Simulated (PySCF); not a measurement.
## Checking a proposed structure

A compound C6H10N2O gives the data below (simulated from a calculation) and was assigned the structure `C=CC1=NNC[C@@H]1OC`.

13C{1H} NMR (computed): δ 142.2 (CH), 137.3 (CH), 88.6 (CH), 83.5 (CH2), 59.2 (CH3), 52.2 (CH2).

1H NMR (300 MHz, computed): δ 7.14 (m, 1H), 6.36 (d, 1H), 4.75 (m, 1H), 4.02 (m, 1H), 3.75 (m, 1H), 3.51 (s, 3H), 3.42 (m, 1H), 3.39 (m, 1H).

How the numbers were obtained: geometry: GFN2-xTB, σ from GIAO-PBE0/pcSseg-1, in PySCF 2.14.0 with density-fitted response routines (equivalent nuclei averaged, relativity neglected, single conformer, isolated molecule).

References, each an isolated molecule treated in the same way: 1H, 13C against TMS.

Problem. Compare with the shifts computed for the proposed structure, pairing carbons in order of shift.

Solution. Numbering as in the mapped SMILES `[CH2:1]=[CH:2][C:3]1=[N:4][NH:5][CH2:6][C@@H:7]1[O:8][CH3:9]` (H(Xn): hydrogen on atom n).

```csv
atom,computed for proposal,given list,difference
C3,149.7,142.2,+7.5
C2,137.7,137.3,+0.4
C1,121.4,88.6,+32.8
C7,87.5,83.5,+4.0
C9,59.0,59.2,-0.2
C6,56.4,52.2,+4.2
```

The rms difference is 14.0 ppm and the largest +32.8 ppm at C1 (terminal =CH2 carbon). The carbon types in order of shift don't match either: C, CH, CH2, CH, CH3, CH2 for the proposal against CH, CH, CH, CH2, CH3, CH2 in the data. The proposal doesn't fit.

Problem. Which isomer fits?

Solution. SMILES N1=C[C@H](OC)CN1C=C.

1. Carbon types of the structure: 3 × CH, 2 × CH2, 1 × CH3, which accounts for all hydrogens.
2. δC 142.2: alkene carbon bearing nitrogen; an sp2 carbon further deshielded by the attached heteroatom.
3. δC 137.3: C=N carbon.
4. δC 88.6: sp3 CH bonded to O; pulled downfield by the heteroatom.
5. δC 83.5: β carbon of an enol-ether or enamine type C=C; the O or N lone pair pushes π density onto this β carbon and shields it.

Other isomers checked: CCOCn1ccnc1 (rms 20.4 ppm).

The data come from this structure; uniqueness wasn't tested.

Shifts are as computed. Against solution values, carbons near 30 ppm lie about +3 ppm off and those near 130 ppm about +5 ppm. Of 1211 compounds with measured shifts, 218 miss one by over three times the rms of a fit or turn the order of signals round; such compounds aren't used in these exercises. Multiplicities follow the n + 1 count of equivalent neighbours, as no J values were calculated; m marks all less simple cases, F and P coupling included.
